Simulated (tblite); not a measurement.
Compound: C₅H₈FO₂S (doublet state).
Numbering: `[CH2:1][C@@:2]([F:3])([S:4][CH3:5])[C:6](=[O:7])[O:8][CH3:9]` (hydrogens: H10, H11 on C1; H12, H13, H14 on C5; H15, H16, H17 on C9)

A start from a force field or distance geometry was refined with GFN2-xTB geometry optimisation, gas phase (tblite 0.8.0). Values at the start:

```json
{"coordinate": "C1–C2", "start": "1.488 Å"}
{"coordinate": "C1–H10", "start": "1.098 Å"}
{"coordinate": "C1–H11", "start": "1.132 Å"}
{"coordinate": "C2–F3", "start": "1.386 Å"}
{"coordinate": "C2–S4", "start": "1.793 Å"}
{"coordinate": "C2–C6", "start": "1.499 Å"}
{"coordinate": "S4–C5", "start": "1.798 Å"}
{"coordinate": "C5–H12", "start": "1.136 Å"}
{"coordinate": "C6=O7", "start": "1.264 Å"}
{"coordinate": "C6–O8", "start": "1.398 Å"}
{"coordinate": "O8–C9", "start": "1.405 Å"}
{"coordinate": "C9–H15", "start": "1.108 Å"}
{"coordinate": "C1–C2–F3", "start": "108.5°"}
{"coordinate": "C1–C2–S4", "start": "113.7°"}
{"coordinate": "C1–C2–C6", "start": "111.0°"}
{"coordinate": "C2–S4–C5", "start": "114.7°"}
{"coordinate": "C2–C6–O8", "start": "119.0°"}
{"coordinate": "F3–C2–S4", "start": "113.3°"}
{"coordinate": "F3–C2–C6", "start": "105.4°"}
{"coordinate": "S4–C2–C6", "start": "104.6°"}
{"coordinate": "C1–C2–S4–C5", "start": "-68°"}
{"coordinate": "C1–C2–C6–O7", "start": "0°"}
{"coordinate": "C2–C6–O8–C9", "start": "179°"}
```

Q: How do these coordinates change at the GFN2-xTB level?

A: 
```json
{"coordinate": "C2–S4", "GFN2-xTB (Å or °)": "2.051", "change": "+0.258"}
{"coordinate": "C1–C2", "GFN2-xTB (Å or °)": "1.403", "change": "-0.085"}
{"coordinate": "C6–O8", "GFN2-xTB (Å or °)": "1.322", "change": "-0.076"}
{"coordinate": "C6=O7", "GFN2-xTB (Å or °)": "1.201", "change": "-0.063"}
{"coordinate": "C1–H11", "GFN2-xTB (Å or °)": "1.072", "change": "-0.060"}
{"coordinate": "C5–H12", "GFN2-xTB (Å or °)": "1.086", "change": "-0.050"}
{"coordinate": "C2–F3", "GFN2-xTB (Å or °)": "1.356", "change": "-0.030"}
{"coordinate": "C1–H10", "GFN2-xTB (Å or °)": "1.071", "change": "-0.027"}
{"coordinate": "C2–C6", "GFN2-xTB (Å or °)": "1.519", "change": "+0.020"}
{"coordinate": "O8–C9", "GFN2-xTB (Å or °)": "1.423", "change": "+0.018"}
{"coordinate": "C9–H15", "GFN2-xTB (Å or °)": "1.091", "change": "-0.017"}
{"coordinate": "S4–C5", "GFN2-xTB (Å or °)": "1.810", "change": "+0.012"}
{"coordinate": "C2–S4–C5", "GFN2-xTB (Å or °)": "98.3", "change": "-16.4"}
{"coordinate": "F3–C2–S4", "GFN2-xTB (Å or °)": "103.7", "change": "-9.6"}
{"coordinate": "C1–C2–S4", "GFN2-xTB (Å or °)": "105.5", "change": "-8.2"}
{"coordinate": "C2–C6–O8", "GFN2-xTB (Å or °)": "110.8", "change": "-8.2"}
{"coordinate": "C1–C2–F3", "GFN2-xTB (Å or °)": "116.0", "change": "+7.5"}
{"coordinate": "F3–C2–C6", "GFN2-xTB (Å or °)": "112.7", "change": "+7.3"}
{"coordinate": "S4–C2–C6", "GFN2-xTB (Å or °)": "97.4", "change": "-7.2"}
{"coordinate": "C1–C2–C6", "GFN2-xTB (Å or °)": "118.1", "change": "+7.1"}
{"coordinate": "C1–C2–C6–O7", "GFN2-xTB (Å or °)": "-26", "change": "-26"}
{"coordinate": "C1–C2–S4–C5", "GFN2-xTB (Å or °)": "-79", "change": "-11"}
{"coordinate": "C2–C6–O8–C9", "GFN2-xTB (Å or °)": "178", "change": "-1"}
```

The energy falls by 33.1 kcal/mol over 87 L-BFGS steps, the largest force on an atom goes from 5.66 to 0.008 eV/Å, and the atoms move by 0.389 Å rms after alignment. The bond that changes most is C2–S4 (ends: carbon bonded to 2 C, F and S; sulfur bonded to 2 C), which lengthens by 0.258 Å. Bonds longer at the end by more than 0.005 Å: 4 of 16; shorter: 11. Among the dihedrals that turn most is H10–C1–C2–F3, from 68° to 168°. Rotational constants go from 2156, 956.3, 816.7 to 2218, 934.4, 901.7 MHz.

Time: 0.57 s of wall time. Hardware: an Arm Neoverse V2 with one thread, no GPU, shared host.

Its lowest GFN2-xTB frequency is 19i cm⁻¹, too small to tell a flat minimum from a shallow saddle.

One conformer stands for the species.

These are computed values.
